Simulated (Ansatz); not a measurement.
Consider the formal exchange of groups at a B–N bond: `C=NB(F)[SiH3]` + `C[SiH3]` → `FB([SiH3])C[SiH3]` + `C=N`.

Gas-phase electronic energies from Ansatz, PBE0-D4/def2-TZVP geometries. CBS: MP2 limit from def2 TZ/QZ plus the TZ coupled-cluster correction, frozen cores. This one scheme is used for every species. Functionals use def2-TZVPP. B3LYP here is the variant with VWN-RPA as its local correlation; programs differ in this. Each species was taken in one conformer, which may not be the lowest.

`C=NB(F)[SiH3]`:

Cartesian coordinates in Å:
```
C -0.242 -1.321 1.765
N -0.091 -1.009 0.575
B 0.074 -0.565 -0.707
F 0.179 -1.447 -1.715
Si 0.158 1.431 -1.064
H 0.614 -1.486 2.429
H -1.237 -1.450 2.204
H -0.923 1.844 -2.001
H 1.462 1.798 -1.684
H 0.006 2.204 0.199
```

`C[SiH3]`:

Z-matrix (Å, degrees):
```
C
Si 1 1.871
H 1 1.092 2 110.8
H 1 1.092 2 110.8 3 -120.0
H 1 1.092 2 110.8 3 120.0
H 2 1.488 1 110.7 3 -179.9
H 2 1.488 1 110.7 3 -59.9
H 2 1.488 1 110.7 3 60.1
```

`FB([SiH3])C[SiH3]`:

Z-matrix (Å, degrees):
```
Si
B 1 2.042
H 1 1.489 2 111.5
H 1 1.490 2 110.7 3 -120.8
H 1 1.490 2 110.0 3 120.1
C 2 1.545 1 124.8 3 1.0
F 2 1.335 1 116.8 3 178.3
Si 6 1.890 2 109.3 1 82.9
H 6 1.095 2 112.9 1 -158.0
H 6 1.094 2 112.1 1 -33.1
H 8 1.487 6 110.1 2 -56.9
H 8 1.485 6 110.4 2 63.0
H 8 1.486 6 109.6 2 -176.6
```

`C=N`:

Z-matrix (Å, degrees):
```
C
N 1 1.261
H 1 1.096 2 124.9
H 1 1.092 2 118.8 3 -180.0
H 2 1.021 1 111.0 3 -0.0
```

Task: Is it downhill or uphill in electronic energy at CCSD(T)/CBS, and by how much? (Best estimate.)

Result: Ansatz gave: Uphill: ΔE = +72.1 kJ/mol.

Task: What do these levels give: PBE0-D4, B3LYP-D4, PBE, r2SCAN, B3LYP, HF/def2-TZVPP, MP2/def2-TZVPP, SCS-MP2/def2-TZVPP, HF/def2-QZVPP, SCS-MP2/def2-QZVPP, HF/CBS(def2), MP2/CBS(def2)? (Best estimate.)

Result: Ansatz gave: PBE0-D4 80.3, B3LYP-D4 86.0, PBE 88.4, r2SCAN 86.2, B3LYP 91.5, HF/def2-TZVPP 77.8, MP2/def2-TZVPP 74.7, SCS-MP2/def2-TZVPP 74.5, HF/def2-QZVPP 78.0, SCS-MP2/def2-QZVPP 75.0, HF/CBS(def2) 78.0, MP2/CBS(def2) 75.5 kJ/mol.

Largest T1 diagnostic among the species: 0.015.

From PBE to PBE0 (25 % exact exchange), in def2-TZVPP and without D4, ΔE moves by −4.9 kJ/mol. The D4 term adds −5.5 kJ/mol with B3LYP and −3.2 kJ/mol with PBE0; it sums over pairs of atoms, weighted by their polarisabilities, and B3LYP, whose exchange is more repulsive, gets the larger term.
